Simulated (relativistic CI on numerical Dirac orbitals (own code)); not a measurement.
**Slater and spin-orbit integrals, Rb32+**

Calculated at this level of theory: Dirac-Coulomb-Breit CI, KLI orbitals optimised for each configuration, model QED (radiative potential, 1s self-energy scaled to tabulated hydrogen-like ionisation energies), unscaled Slater integrals (own radial code, finite nucleus).

Slater integrals F^k, G^k are unscaled and averaged over j, outside the closed core 1s2; ζ comes from projecting the Hamiltonian with its Breit term on Σ l·s of the shell.

- 2s2.2p: ζ(2p) = 375620 cm⁻¹; <r>(2p) = 0.1424, <r^2>(2p) = 0.0245 (bohr units).
- 2s.2p2: F^2(2p,2p) = 669780, G^1(2s,2p) = 706200, ζ(2p) = 373120 cm⁻¹; <r>(2s) = 0.1662, <r^2>(2s) = 0.03238, <r>(2p) = 0.1426, <r^2>(2p) = 0.02457 (bohr units).
- 2p3: F^2(2p,2p) = 668130, ζ(2p) = 370690 cm⁻¹; <r>(2p) = 0.143, <r^2>(2p) = 0.02469 (bohr units).

Averages of the first 10 configurations, taken without configuration mixing, which lowers the lowest level and can move excited configurations by several eV; other configurations of the list can lie among them:

| Configuration | Parity | States | Average energy above the lowest level (eV) |
| --- | --- | --- | --- |
| 2s2.2p | odd | 6 | 51.6 |
| 2s.2p2 | even | 30 | 193.4 |
| 2p3 | odd | 20 | 363.9 |
| 2p2.3s | even | 30 | 2515.2 |
| 2p2.3p | odd | 90 | 2559.4 |
| 2p2.3d | even | 150 | 2597.4 |
| 2s2.3s | even | 2 | 2242.2 |
| 2s2.3p | odd | 6 | 2290.7 |
| 2s2.3d | even | 10 | 2328.9 |
| 2s.2p.3s | odd | 24 | 2364.2 |
